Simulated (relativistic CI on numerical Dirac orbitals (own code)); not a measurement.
Fe⁵⁺: resonant inelastic scattering at the L2,3 edge

Computed with this model: Dirac-Coulomb-Breit CI, orbitals from a KLI potential per configuration, QED by a radiative potential, valence Slater integrals scaled by 0.8, Kramers-Heisenberg scattering through one core-hole configuration in a parametric crystal field; configurations [Ar] 3d3 → [He] 2s2 2p5 3s2 3p6 3d4; 80 K; core-hole width 0.6 eV; summed over polarisations. Incident energies are the highest absorption maxima for each field (at most a few, so the weaker spin-orbit partner edge can be absent), on the computed scale of the free ion. Intensities are in per cent of the strongest line above 0.02 eV; levels within 1 cm⁻¹ are merged; final levels count from the ground level, the first row holds all elastic scattering, lines under 0.4 are left out and each table stops after 24 rows. The scale of the Slater integrals is a model choice and moves the terms in proportion.

Field parameters in Wybourne normalisation: Oh B⁴₀ = 21Dq, B⁴₄ = √(5/14) B⁴₀; Td as Oh with Dq negative (B⁴₀ = 21Dq, B⁴₄ = √(5/14) B⁴₀). The field is a parameter set, without covalency.

S is read from ⟨S²⟩ = S(S + 1).

Td, 10Dq = -6100 cm⁻¹:

```
Final level (eV)  Degeneracy  Irrep     S  719.9 eV  721.8 eV  722.8 eV
           0.000           4     Γ8  1.50     838.5     445.2     216.5
           0.015           2     Γ7  1.50      57.9      12.9       8.3
           0.092           4     Γ8  1.50      69.8      12.6       3.4
           0.145           2     Γ6  1.50      17.9       7.8       0.6
           0.679           2     Γ7  1.50       7.3       4.6       6.9
           0.686           4     Γ8  1.50      60.2     100.0      62.0
           0.724           2     Γ6  1.50       8.4       5.9      10.2
           0.732           4     Γ8  1.50      13.0      69.2      18.8
           1.468           4     Γ8  1.50       6.4      38.5      18.0
           1.975           4     Γ8  0.50      16.9      23.1      11.7
           2.471           2     Γ7  0.50       3.4       1.7       1.9
           2.476           2     Γ6  0.50       3.7       3.7       3.9
           2.499           4     Γ8  0.50       4.9      11.4      21.9
           2.581           4     Γ8  0.51       4.2       5.4       8.0
           2.727           2     Γ6  1.47      13.9      38.4      76.1
           2.746           4     Γ8  1.45       7.1      21.5       6.8
           2.835           2     Γ7  1.50       1.3       2.1       4.9
           2.837           4     Γ8  1.50       2.4      38.7      17.1
           2.947           2     Γ6  0.52       1.9       1.7       2.7
           3.190           2     Γ6  0.53       1.9       7.1      95.6
           3.235           4     Γ8  0.58       3.7       8.7       4.9
           3.477           4     Γ8  0.50       3.4       6.1      11.3
           3.505           2     Γ7  0.50       1.2       2.5       2.5
           3.528           4     Γ8  0.50       4.1       5.7       5.0
```

Oh, 10Dq = 36300 cm⁻¹:

```csv
Final level (eV),Degeneracy,Irrep,S,721.1 eV,721.6 eV,732.6 eV
0.000,4,Γ8,1.50,163.2,166.8,269.0
2.765,4,Γ8,0.50,2.4,7.6,8.0
2.888,4,Γ8,0.50,0.5,0.9,15.4
2.910,2,Γ6,0.50,0.1,0.2,16.8
4.282,4,Γ8,0.57,1.6,1.2,40.3
4.319,2,Γ7,0.55,0.9,0.7,12.7
4.480,2,Γ7,1.47,2.3,11.4,13.5
4.501,4,Γ8,1.47,4.3,18.4,100.0
4.522,4,Γ8,1.50,4.9,5.9,51.7
4.523,2,Γ6,1.50,4.5,0.6,57.9
6.040,2,Γ6,1.49,3.0,5.1,2.8
6.045,2,Γ7,1.50,0.6,0.8,24.9
6.046,4,Γ8,1.50,1.9,3.5,49.9
6.047,4,Γ8,1.50,3.5,4.8,18.6
6.762,2,Γ6,0.51,0.4,0.9,3.9
7.229,2,Γ7,0.50,0.6,1.6,6.1
7.241,4,Γ8,0.50,1.6,2.5,9.3
7.271,2,Γ6,0.50,0.3,0.5,1.6
7.328,4,Γ8,0.50,0.7,1.3,6.6
7.633,4,Γ8,0.50,0.4,0.7,11.5
```

For the first field the strongest loss at the lowest incident energy is the level at 0.09 eV (S = 1.50, against 1.50 in the thermal ground state). Levels of other spin, the first over 8 % at 1.97 eV, appear because spin-orbit coupling of the core hole, and in heavier ions of the valence shell too, mixes spins.
